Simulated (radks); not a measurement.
Problem. Radial electron density D(r) = 4 pi r^2 rho(r) of an atom or ion with 2 electrons. Calculated with a radial shooting solver on a logarithmic mesh with Libxc functionals: scalar-relativistic Kohn-Sham, LDA (Slater exchange, Perdew-Wang correlation), spin-polarised, spherical densities, finite nucleus; Fermi nuclear charge, rms radius of each element as measured or else 0.836 A^(1/3) + 0.57 fm.

```
   r/bohr * D(r) (the largest magnitude, 24.5, reaches the edge; | marks zero)
 0.002346 |*
 0.002731 | *
 0.003179 | *
 0.003701 |  *
 0.004309 |  *
 0.005016 |    *
 0.005839 |     *
 0.006798 |       *
 0.007914 |         *
 0.009213 |           *
  0.01073 |               *
  0.01249 |                  *
  0.01454 |                       *
  0.01692 |                            *
   0.0197 |                                 *
  0.02293 |                                       *
   0.0267 |                                            *
  0.03108 |                                                 *
  0.03618 |                                                    *
  0.04212 |                                                      *
  0.04904 |                                                     *
  0.05664 |                                                  *
  0.06593 |                                            *
  0.07676 |                                    *
  0.08936 |                            *
    0.104 |                   *
   0.1211 |            *
    0.141 |      *
   0.1641 |  *
   0.1911 |*
   0.2224 *
    0.259 *
```

What is the nuclear charge?

Solution. Z = 23. The innermost maximum, from 1s, lies near gamma/Z bohr with gamma = sqrt(1 - (Z/c)^2) = 0.986, here 0.0429 bohr (found: 0.0435), and its height grows with Z. The density is that of the vanadium ion V21+ in [He]; the configuration itself is not fixed sharply by these data, and Z only to about a unit. D(r) has 1 maximum, at r = 0.0435 bohr.
